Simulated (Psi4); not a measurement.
ClF (SMILES FCl), singlet, geometry from GFN2-xTB; R2SCAN/STO-3G run with Psi4.

The Psi4 input:
```
memory 2 GB

molecule mol {
0 1
F    -0.000000   -0.000000   -1.099521
Cl    0.000000    0.000000    0.582099
}

set {
  basis sto-3g
  reference rks
  d_convergence 1e-10
}

energy('r2scan')
print_variables()
```

It wrote (shortened):

```
   => Loading Basis Set <=

    Name: STO-3G
    Role: ORBITAL
    Keyword: BASIS

         ---------------------------------------------------------
                                   SCF
               by Justin Turney, Rob Parrish, Andy Simmonett
                          and Daniel G. A. Smith
                              RKS Reference
         ---------------------------------------------------------

  ==> Geometry <==

    Molecular point group: c2v
    Full point group: C_inf_v

    Geometry (in Angstrom), charge = 0, multiplicity = 1:

       Center              X                  Y                   Z               Mass
    ------------   -----------------  -----------------  -----------------  -----------------
         F            0.000000000000     0.000000000000    -1.089629649065    18.998403162730
         CL           0.000000000000     0.000000000000     0.591990350935    34.968852682000

  Running in c2v symmetry.

  Rotational constants: A = ************  B =      0.48425  C =      0.48425 [cm^-1]
  Rotational constants: A = ************  B =  14517.54978  C =  14517.54978 [MHz]
  Nuclear repulsion =   48.146497563367461

  Charge       = 0
  Multiplicity = 1
  Electrons    = 26
  Nalpha       = 13
  Nbeta        = 13

  ==> Algorithm <==

  SCF Algorithm Type is DF.
  DIIS enabled.
  MOM disabled.
  Fractional occupation disabled.
  Guess Type is SAD.
  Energy threshold   = 1.00e-06
  Density threshold  = 1.00e-10
  Integral threshold = 1.00e-12

  ==> Primary Basis <==

  Basis Set: STO-3G
    Blend: STO-3G
    Number of shells: 8
    Number of basis functions: 14
    Number of Cartesian functions: 14
    Spherical Harmonics?: true
    Max angular momentum: 1

  ==> DFT Potential <==

   => LibXC <=

    Version 7.1.2
    S. Lehtola, C. Steigemann, M. J. T. Oliveira, and M. A. L. Marques,  SoftwareX 7, 1–5 (2018) (10.1016/j.softx.2017.11.002)

   => Composite Functional: R2SCAN <=

    r2SCAN Meta-GGA XC Functional  (0.1021/acs.jpclett.0c02405)
    J. W. Furness, A. D. Kaplan, J. Ning, J. P. Perdew, J. Sun  J. Phys. Chem. Lett.  11, 8208–8215, 2020

    Deriv               =              1
    GGA                 =           TRUE
    Meta                =           TRUE

    Exchange Hybrid     =          FALSE
    MP2 Hybrid          =          FALSE

   => Exchange Functionals <=

    1.0000   XC_MGGA_X_R2SCAN

   => Correlation Functionals <=

    1.0000   XC_MGGA_C_R2SCAN

   => LibXC Density Thresholds  <==

[...]
   @DF-RKS iter   4:  -553.46503256777055   -2.24057e-04   4.94754e-05 DIIS
   @DF-RKS iter   5:  -553.46503277069769   -2.02927e-07   3.45063e-06 DIIS
   @DF-RKS iter   6:  -553.46503277182251   -1.12482e-09   1.10351e-07 DIIS
   @DF-RKS iter   7:  -553.46503277182353   -1.02318e-12   4.46251e-10 DIIS
   @DF-RKS iter   8:  -553.46503277182353    0.00000e+00   6.76332e-12 DIIS
  Energy and wave function converged.

  ==> Post-Iterations <==

   Electrons on quadrature grid:
      Ntotal   =   25.9999771026 ; deviation = -2.290e-05

    Orbital Energies [Eh]
    ---------------------

    Doubly Occupied:

[...]
       3B1    -0.178300

    Virtual:

       8A1    -0.023795

    Final Occupation by Irrep:
             A1    A2    B1    B2
    DOCC [     7,    0,    3,    3 ]
    NA   [     7,    0,    3,    3 ]
    NB   [     7,    0,    3,    3 ]

  @DF-RKS Final Energy:  -553.46503277182353

   => Energetics <=

    Nuclear Repulsion Energy =             48.1464975633674612
    One-Electron Energy =                -863.2124566747021390
    Two-Electron Energy =                 300.2316467200209900
    DFT Exchange-Correlation Energy =     -38.6307203805098851
    Empirical Dispersion Energy =           0.0000000000000000
    VV10 Nonlocal Energy =                  0.0000000000000000
    Total Energy =                       -553.4650327718235303

Computation Completed

Properties will be evaluated at   0.000000,   0.000000,   0.000000 [a0]

Properties computed using the SCF density matrix

 Multipole Moments:

 ------------------------------------------------------------------------------------
     Multipole            Electronic (a.u.)      Nuclear  (a.u.)        Total (a.u.)
 ------------------------------------------------------------------------------------

 L = 1.  Multiply by 2.5417464519 to convert [e a0] to [Debye]
 Dipole X            :          0.0000000            0.0000000            0.0000000
 Dipole Y            :          0.0000000            0.0000000            0.0000000
 Dipole Z            :         -0.6835975            0.4859792           -0.1976183
 Magnitude           :                                                    0.1976183

 ------------------------------------------------------------------------------------

  Variable Map:
  ----------------------------------------------------------------------------
[...]
  Array Variable Map:
  ----------------------------------------------------------------------------
[...]
[...]
```
